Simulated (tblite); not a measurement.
A geometry optimisation, step by step.

Compound: C7H14SSi.
Atom-mapped SMILES: `[CH3:1][C:2]#[C:3][CH2:4][CH2:5][SiH2:6][S:7][CH2:8][CH3:9]` (hydrogens: H10, H11, H12 on C1; H13, H14 on C4; H15, H16 on C5; H17, H18 on Si6; H19, H20 on C8; H21, H22, H23 on C9)

Computed with GFN2-xTB (tblite), gas phase: L-BFGS steps from a force-field or distance-geometry start until the largest atomic force falls under 0.01 eV/Å. 6 of its 156 geometries are shown.

Step 0: E = -735.8290 eV, largest atomic force 3.003 eV/Å
```
atom  x, y, z in Å  |  force x, y, z in eV/Å
C1     -5.480   -0.008   -0.403   -0.499  -0.006   0.709
C2     -4.109   -0.096    0.068    2.670   0.040   0.792
C3     -2.951   -0.193    0.465   -2.907   0.250  -0.712
C4     -1.586   -0.280    0.940   -0.059   0.184   0.766
C5     -0.626    0.133   -0.151    0.130   1.509  -0.157
Si6     1.143    0.014    0.448    0.255  -0.351   0.150
S7      2.348    1.133   -0.937   -0.305   0.191  -0.643
C8      3.858    0.124   -1.200   -0.438  -0.045   1.050
C9      4.572    0.120    0.152   -0.477   0.115   0.788
H10    -5.996    0.921   -0.056    0.601  -0.501  -0.234
H11    -6.023   -0.850    0.086    0.153   0.397  -0.681
H12    -5.532   -0.041   -1.499   -0.019  -0.188   0.383
H13    -1.384   -1.294    1.332   -0.061   0.347  -0.179
H14    -1.397    0.465    1.765   -0.516  -0.806  -0.379
H15    -0.768   -0.390   -1.096   -0.240   0.131   0.051
H16    -0.824    1.242   -0.277    0.097  -1.087  -0.508
H17     1.209    0.619    1.792    0.221  -0.114  -0.176
H18     1.480   -1.419    0.462    0.237   0.222   0.028
H19     4.464    0.600   -1.969   -0.376  -0.219  -0.064
H20     3.503   -0.890   -1.426    0.351   0.410  -0.442
H21     5.611    0.439    0.056   -0.152  -0.406   0.189
H22     4.432   -0.878    0.602    0.608   0.461  -0.075
H23     4.053    0.830    0.855    0.726  -0.534  -0.654
```

Step 31: E = -736.3628 eV, largest atomic force 0.180 eV/Å
```
atom  x, y, z in Å  |  force x, y, z in eV/Å
C1     -5.515   -0.018   -0.377   -0.005   0.022  -0.058
C2     -4.162   -0.107    0.124   -0.055   0.049   0.017
C3     -3.037   -0.180    0.529    0.074  -0.036   0.091
C4     -1.667   -0.272    0.997    0.105   0.041  -0.073
C5     -0.700    0.194   -0.099    0.125  -0.016  -0.046
Si6     1.138    0.017    0.347   -0.011  -0.050   0.066
S7      2.315    1.081   -1.112   -0.174  -0.011   0.045
C8      3.885    0.149   -1.123    0.064  -0.012  -0.007
C9      4.607    0.128    0.214    0.028   0.036   0.061
H10    -5.978    0.922   -0.079    0.026   0.027   0.070
H11    -6.112   -0.844    0.007   -0.005  -0.009  -0.038
H12    -5.490   -0.056   -1.464   -0.082  -0.066  -0.065
H13    -1.458   -1.310    1.274    0.045   0.049   0.004
H14    -1.556    0.351    1.889    0.056  -0.033  -0.003
H15    -0.894   -0.395   -1.001   -0.038   0.047  -0.007
H16    -0.926    1.232   -0.355    0.000  -0.031   0.012
H17     1.464    0.599    1.655   -0.042  -0.076  -0.033
H18     1.563   -1.389    0.290   -0.028   0.096   0.023
H19     4.481    0.660   -1.875    0.018   0.061  -0.049
H20     3.661   -0.852   -1.483    0.018  -0.101  -0.005
H21     5.688    0.142    0.072   -0.072  -0.052  -0.055
H22     4.352   -0.760    0.787   -0.080   0.057   0.026
H23     4.338    1.008    0.793    0.034   0.009   0.027
```

Step 62: E = -736.4377 eV, largest atomic force 0.052 eV/Å
```
atom  x, y, z in Å  |  force x, y, z in eV/Å
C1     -5.492   -0.012   -0.363   -0.014   0.002   0.013
C2     -4.135   -0.112    0.133    0.011   0.018  -0.016
C3     -3.014   -0.194    0.549   -0.011   0.009  -0.012
C4     -1.631   -0.288    0.978    0.006  -0.006  -0.003
C5     -0.686    0.198   -0.122    0.020   0.010  -0.009
Si6     1.132   -0.076    0.316    0.034   0.013  -0.009
S7      2.261    1.022   -1.146    0.011  -0.040   0.032
C8      3.882    0.173   -1.118   -0.040  -0.005  -0.016
C9      4.553    0.204    0.240   -0.011   0.002  -0.021
H10    -5.942    0.928   -0.046    0.017   0.015   0.009
H11    -6.095   -0.835    0.021    0.005  -0.017  -0.003
H12    -5.493   -0.051   -1.453    0.005  -0.008   0.010
H13    -1.407   -1.330    1.225   -0.002  -0.003   0.005
H14    -1.488    0.308    1.884   -0.004  -0.005  -0.008
H15    -0.925   -0.327   -1.050   -0.003   0.002  -0.006
H16    -0.866    1.258   -0.317   -0.044  -0.002   0.014
H17     1.471    0.437    1.648   -0.017  -0.020  -0.016
H18     1.502   -1.491    0.230    0.016   0.029  -0.017
H19     4.477    0.707   -1.858   -0.004  -0.015   0.011
H20     3.723   -0.849   -1.462   -0.001  -0.001   0.015
H21     5.556   -0.211    0.160    0.015   0.011   0.006
H22     3.990   -0.385    0.961    0.002   0.017   0.014
H23     4.623    1.227    0.601    0.007  -0.005   0.008
```

Step 93: E = -736.4453 eV, largest atomic force 0.021 eV/Å
```
atom  x, y, z in Å  |  force x, y, z in eV/Å
C1     -5.500    0.002   -0.330   -0.005  -0.001  -0.001
C2     -4.136   -0.116    0.137   -0.002   0.004  -0.002
C3     -3.011   -0.221    0.537    0.003   0.006  -0.008
C4     -1.621   -0.328    0.936   -0.002  -0.005   0.003
C5     -0.700    0.212   -0.161   -0.001  -0.006   0.013
Si6     1.119   -0.076    0.263   -0.003   0.003   0.003
S7      2.294    1.054   -1.128    0.005  -0.011  -0.013
C8      3.874    0.139   -1.072    0.011  -0.006   0.009
C9      4.581    0.261    0.263   -0.004   0.002  -0.008
H10    -5.931    0.946    0.002   -0.003   0.004   0.007
H11    -6.102   -0.819    0.059   -0.008  -0.003   0.004
H12    -5.520   -0.030   -1.419   -0.010  -0.001  -0.006
H13    -1.387   -1.377    1.139   -0.002  -0.009  -0.014
H14    -1.464    0.231    1.863   -0.004   0.002   0.000
H15    -0.950   -0.278   -1.105    0.010   0.003   0.004
H16    -0.901    1.275   -0.305    0.010  -0.004   0.001
H17     1.433    0.364    1.625    0.000  -0.001   0.008
H18     1.503   -1.482    0.108   -0.007   0.007   0.002
H19     4.473    0.576   -1.870    0.001  -0.006   0.011
H20     3.663   -0.902   -1.314   -0.002   0.005  -0.008
H21     5.551   -0.229    0.212    0.015   0.008  -0.003
H22     3.997   -0.208    1.053   -0.010  -0.010   0.001
H23     4.728    1.307    0.518    0.008   0.018  -0.006
```

Step 124: E = -736.4492 eV, largest atomic force 0.017 eV/Å
```
atom  x, y, z in Å  |  force x, y, z in eV/Å
C1     -5.548    0.027   -0.290   -0.001   0.001   0.000
C2     -4.166   -0.109    0.117   -0.014  -0.001  -0.006
C3     -3.028   -0.233    0.472    0.016  -0.004   0.003
C4     -1.638   -0.380    0.863    0.002   0.001   0.002
C5     -0.694    0.225   -0.178   -0.001   0.000  -0.002
Si6     1.117   -0.095    0.260   -0.008   0.001   0.001
S7      2.317    0.996   -1.143   -0.002  -0.004  -0.001
C8      3.904    0.094   -1.037   -0.008   0.005   0.005
C9      4.630    0.328    0.271    0.000  -0.001   0.012
H10    -5.956    0.970    0.073    0.003   0.005   0.000
H11    -6.138   -0.794    0.119   -0.002   0.000   0.001
H12    -5.623    0.005   -1.377    0.007   0.004  -0.001
H13    -1.419   -1.444    0.989    0.000  -0.004  -0.003
H14    -1.486    0.108    1.829    0.008  -0.003   0.010
H15    -0.926   -0.200   -1.157    0.005  -0.001  -0.001
H16    -0.886    1.297   -0.257   -0.002  -0.002   0.002
H17     1.433    0.349    1.621    0.000   0.004  -0.001
H18     1.476   -1.508    0.121   -0.001   0.001  -0.003
H19     4.488    0.469   -1.876    0.004   0.002  -0.005
H20     3.694   -0.963   -1.194    0.005  -0.009   0.001
H21     5.605   -0.157    0.242   -0.001   0.005   0.002
H22     4.064   -0.078    1.107   -0.007   0.000  -0.011
H23     4.776    1.393    0.437   -0.005   0.000  -0.005
```

Step 155: E = -736.4519 eV, largest atomic force 0.009 eV/Å
```
atom  x, y, z in Å  |  force x, y, z in eV/Å
C1     -5.540    0.092   -0.259   -0.002   0.002   0.001
C2     -4.158   -0.105    0.125   -0.004  -0.005  -0.004
C3     -3.021   -0.281    0.458   -0.004  -0.005   0.001
C4     -1.629   -0.482    0.814   -0.003  -0.001   0.002
C5     -0.696    0.210   -0.182    0.005  -0.002   0.001
Si6     1.117   -0.113    0.238    0.009   0.001   0.000
S7      2.308    0.883   -1.240   -0.003   0.000   0.002
C8      3.917    0.045   -1.019   -0.001  -0.002  -0.004
C9      4.599    0.415    0.282    0.000   0.002  -0.002
H10    -5.904    1.044    0.127   -0.002   0.000  -0.002
H11    -6.157   -0.712    0.142    0.001   0.005   0.001
H12    -5.628    0.094   -1.346    0.002   0.004   0.003
H13    -1.419   -1.556    0.833   -0.001  -0.001   0.001
H14    -1.454   -0.091    1.820    0.001   0.003   0.000
H15    -0.923   -0.145   -1.190   -0.001  -0.003  -0.001
H16    -0.903    1.282   -0.181    0.000   0.000  -0.003
H17     1.455    0.399    1.570   -0.004  -0.003  -0.001
H18     1.457   -1.536    0.167    0.002   0.000   0.000
H19     4.513    0.364   -1.873   -0.002   0.002   0.002
H20     3.745   -1.028   -1.087    0.001   0.000  -0.002
H21     5.594   -0.026    0.315    0.001   0.000   0.003
H22     4.028    0.052    1.133    0.003  -0.001   0.003
H23     4.694    1.495    0.363    0.000   0.004  -0.002
```

Q: Summarise the path.

A: The energy falls by 0.6229 eV from step 0 to step 155; nine tenths of that is first reached at step 37. It rises by more than 0.2 meV at step 1. The largest force goes from 3.003 to 0.009 eV/Å. Among the bonds C5–H16 changes most, from 1.134 to 1.092 Å; the atoms move by 0.446 Å rms after alignment.

Q: Follow the three bonds and two angles with the largest change from start to end.

A: 
```json
{"step": "0", "E above end (eV)": "0.6229", "largest force (eV/Å)": "3.003", "C5–H16 (Å)": "1.134", "C9–H23 (Å)": "1.126", "C4–H14 (Å)": "1.127", "S7–C8–C9 (°)": "105.0", "H19–C8–H20 (°)": "116.0"}
{"step": "7", "E above end (eV)": "0.1742", "largest force (eV/Å)": "0.419", "C5–H16 (Å)": "1.090", "C9–H23 (Å)": "1.090", "C4–H14 (Å)": "1.091", "S7–C8–C9 (°)": "112.1", "H19–C8–H20 (°)": "106.0"}
{"step": "13", "E above end (eV)": "0.1311", "largest force (eV/Å)": "0.101", "C5–H16 (Å)": "1.093", "C9–H23 (Å)": "1.086", "C4–H14 (Å)": "1.093", "S7–C8–C9 (°)": "113.5", "H19–C8–H20 (°)": "109.0"}
{"step": "20", "E above end (eV)": "0.1164", "largest force (eV/Å)": "0.126", "C5–H16 (Å)": "1.094", "C9–H23 (Å)": "1.087", "C4–H14 (Å)": "1.096", "S7–C8–C9 (°)": "114.0", "H19–C8–H20 (°)": "108.5"}
{"step": "27", "E above end (eV)": "0.1019", "largest force (eV/Å)": "0.095", "C5–H16 (Å)": "1.093", "C9–H23 (Å)": "1.086", "C4–H14 (Å)": "1.095", "S7–C8–C9 (°)": "114.6", "H19–C8–H20 (°)": "108.5"}
{"step": "34", "E above end (eV)": "0.0749", "largest force (eV/Å)": "0.173", "C5–H16 (Å)": "1.089", "C9–H23 (Å)": "1.089", "C4–H14 (Å)": "1.092", "S7–C8–C9 (°)": "113.0", "H19–C8–H20 (°)": "109.2"}
{"step": "40", "E above end (eV)": "0.0419", "largest force (eV/Å)": "0.232", "C5–H16 (Å)": "1.093", "C9–H23 (Å)": "1.090", "C4–H14 (Å)": "1.094", "S7–C8–C9 (°)": "114.0", "H19–C8–H20 (°)": "108.3"}
{"step": "47", "E above end (eV)": "0.0246", "largest force (eV/Å)": "0.071", "C5–H16 (Å)": "1.093", "C9–H23 (Å)": "1.089", "C4–H14 (Å)": "1.095", "S7–C8–C9 (°)": "114.3", "H19–C8–H20 (°)": "108.9"}
{"step": "54", "E above end (eV)": "0.0180", "largest force (eV/Å)": "0.043", "C5–H16 (Å)": "1.092", "C9–H23 (Å)": "1.087", "C4–H14 (Å)": "1.093", "S7–C8–C9 (°)": "113.8", "H19–C8–H20 (°)": "109.1"}
{"step": "61", "E above end (eV)": "0.0146", "largest force (eV/Å)": "0.047", "C5–H16 (Å)": "1.092", "C9–H23 (Å)": "1.087", "C4–H14 (Å)": "1.094", "S7–C8–C9 (°)": "113.4", "H19–C8–H20 (°)": "108.8"}
{"step": "67", "E above end (eV)": "0.0125", "largest force (eV/Å)": "0.035", "C5–H16 (Å)": "1.092", "C9–H23 (Å)": "1.088", "C4–H14 (Å)": "1.093", "S7–C8–C9 (°)": "113.2", "H19–C8–H20 (°)": "109.1"}
{"step": "74", "E above end (eV)": "0.0110", "largest force (eV/Å)": "0.029", "C5–H16 (Å)": "1.092", "C9–H23 (Å)": "1.087", "C4–H14 (Å)": "1.094", "S7–C8–C9 (°)": "113.0", "H19–C8–H20 (°)": "108.9"}
{"step": "81", "E above end (eV)": "0.0092", "largest force (eV/Å)": "0.028", "C5–H16 (Å)": "1.092", "C9–H23 (Å)": "1.088", "C4–H14 (Å)": "1.094", "S7–C8–C9 (°)": "112.9", "H19–C8–H20 (°)": "109.1"}
{"step": "88", "E above end (eV)": "0.0076", "largest force (eV/Å)": "0.026", "C5–H16 (Å)": "1.092", "C9–H23 (Å)": "1.088", "C4–H14 (Å)": "1.094", "S7–C8–C9 (°)": "112.9", "H19–C8–H20 (°)": "108.9"}
{"step": "94", "E above end (eV)": "0.0065", "largest force (eV/Å)": "0.020", "C5–H16 (Å)": "1.092", "C9–H23 (Å)": "1.087", "C4–H14 (Å)": "1.093", "S7–C8–C9 (°)": "113.0", "H19–C8–H20 (°)": "109.1"}
{"step": "101", "E above end (eV)": "0.0059", "largest force (eV/Å)": "0.033", "C5–H16 (Å)": "1.091", "C9–H23 (Å)": "1.087", "C4–H14 (Å)": "1.094", "S7–C8–C9 (°)": "113.1", "H19–C8–H20 (°)": "109.0"}
{"step": "108", "E above end (eV)": "0.0045", "largest force (eV/Å)": "0.036", "C5–H16 (Å)": "1.092", "C9–H23 (Å)": "1.088", "C4–H14 (Å)": "1.094", "S7–C8–C9 (°)": "113.0", "H19–C8–H20 (°)": "109.0"}
{"step": "115", "E above end (eV)": "0.0034", "largest force (eV/Å)": "0.021", "C5–H16 (Å)": "1.092", "C9–H23 (Å)": "1.088", "C4–H14 (Å)": "1.093", "S7–C8–C9 (°)": "112.7", "H19–C8–H20 (°)": "109.1"}
{"step": "121", "E above end (eV)": "0.0028", "largest force (eV/Å)": "0.024", "C5–H16 (Å)": "1.092", "C9–H23 (Å)": "1.088", "C4–H14 (Å)": "1.094", "S7–C8–C9 (°)": "112.9", "H19–C8–H20 (°)": "109.0"}
{"step": "128", "E above end (eV)": "0.0026", "largest force (eV/Å)": "0.018", "C5–H16 (Å)": "1.092", "C9–H23 (Å)": "1.087", "C4–H14 (Å)": "1.094", "S7–C8–C9 (°)": "113.1", "H19–C8–H20 (°)": "109.0"}
{"step": "135", "E above end (eV)": "0.0018", "largest force (eV/Å)": "0.054", "C5–H16 (Å)": "1.091", "C9–H23 (Å)": "1.087", "C4–H14 (Å)": "1.093", "S7–C8–C9 (°)": "112.8", "H19–C8–H20 (°)": "109.1"}
{"step": "142", "E above end (eV)": "0.0009", "largest force (eV/Å)": "0.023", "C5–H16 (Å)": "1.092", "C9–H23 (Å)": "1.087", "C4–H14 (Å)": "1.094", "S7–C8–C9 (°)": "112.6", "H19–C8–H20 (°)": "109.0"}
{"step": "148", "E above end (eV)": "0.0004", "largest force (eV/Å)": "0.031", "C5–H16 (Å)": "1.092", "C9–H23 (Å)": "1.087", "C4–H14 (Å)": "1.094", "S7–C8–C9 (°)": "112.7", "H19–C8–H20 (°)": "109.0"}
{"step": "155", "E above end (eV)": "0.0000", "largest force (eV/Å)": "0.009", "C5–H16 (Å)": "1.092", "C9–H23 (Å)": "1.087", "C4–H14 (Å)": "1.094", "S7–C8–C9 (°)": "112.8", "H19–C8–H20 (°)": "109.0"}
```

The cost below is that of the whole relaxation. Time: 1.8 s. Hardware: one thread, Arm Neoverse V1 (aarch64), shared host.
